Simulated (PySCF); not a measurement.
Compound: C₅H₁₀N₃ (charge +1).
Structure used (PBE0-D3(BJ)/def2-SVP), in Å, numbered top down from 1:
```
atom  x, y, z in Å
C1    -1.5097    1.8748    0.0993
C2    -0.4782    0.8036    0.0285
N3     0.8180    1.0686   -0.0288
N4     1.4550   -0.0969   -0.0677
C5     2.9011   -0.1149   -0.1470
C6     0.6258   -1.1537   -0.0443
C7    -0.6429   -0.5993    0.0157
N8    -1.9082   -1.3087    0.0774
H9    -1.0371    2.8405   -0.1202
H10   -1.9610    1.9456    1.1018
H11   -2.3179    1.7285   -0.6362
H12    3.2246    0.3879   -1.0680
H13    3.2492   -1.1543   -0.1507
H14    3.3206    0.4128    0.7195
H15    0.9817   -2.1819   -0.0758
H16   -1.9085   -2.1601   -0.5002
H17   -2.1721   -1.5874    1.0350
H18   -2.6673   -0.7102   -0.2777
```

Method used: TDDFT CAM-B3LYP/def2-SVPD, vertical, gas phase, core orbitals frozen in the response in PySCF.

**Question.** List the vertical singlet excitations with oscillator strengths and describe the spectrum.

**Answer.** 

```csv
state,λ (nm),E (eV),f,"main configurations (H = HOMO, L = LUMO)"
S1,208.9,5.94,0.0003,"H→L (70%), H-1→L (27%)"
S2,200.2,6.19,0.0025,"H-1→L (69%), H→L (28%)"
S3,191.6,6.47,0.101,H→L+1 (83%)
S4,182.6,6.79,0.0044,"H-2→L+1 (73%), H-2→L+3 (22%)"
S5,181.7,6.82,0.041,"H-1→L+1 (82%), H→L+3 (9%)"
S6,166.0,7.47,0.0042,H-2→L (91%)
S7,163.3,7.59,0.111,"H→L+2 (47%), H→L+3 (24%), H-1→L+2 (13%)"
S8,160.4,7.73,0.125,"H→L+3 (45%), H→L+2 (32%)"
S9,158.2,7.84,0.115,"H-1→L+3 (38%), H→L+4 (27%), H→L+5 (10%)"
S10,157.3,7.88,0.015,"H-2→L+3 (34%), H-2→L+5 (30%), H-2→L+1 (17%)"
```

Triplets (Tamm–Dancoff): T1 4.75 eV, H→L+1 (48%), H-1→L+1 (23%), H→L+3 (18%); T2 5.16 eV, H-1→L+1 (57%), H→L+1 (31%); T3 5.83 eV, H→L (54%), H-1→L (39%); T4 5.93 eV, H→L+3 (30%), H→L+5 (29%).

The lowest singlet lies at 5.94 eV (209 nm, ultraviolet) and is dark (f under 0.0005); its leading configuration is HOMO→LUMO (70%). The most intense listed level is S8 at 7.73 eV (160 nm, f = 0.125), 1.79 eV above S1. Löwdin shares by element: HOMO nitrogen 36% or more, carbon 33% or more (atoms not listed hold the other 30%); LUMO hydrogen 52% or more, nitrogen 21% or more (atoms not listed hold the other 27%). Orbital energies (eV): HOMO-3 -16.11, HOMO-2 -13.84, HOMO-1 -13.10, HOMO -12.66, LUMO -4.09, LUMO+1 -3.11, LUMO+2 -2.34. Weighted by f, the mean energy of these states is 7.39 eV. The oscillator strengths of these states sum to 0.520; summed over the whole spectrum of an exact calculation they would give the number of electrons, 60 (Thomas–Reiche–Kuhn). All these states lie below the vertical ionisation energy of 13.38 eV (ΔSCF). The window holds the lowest 10 singlets.
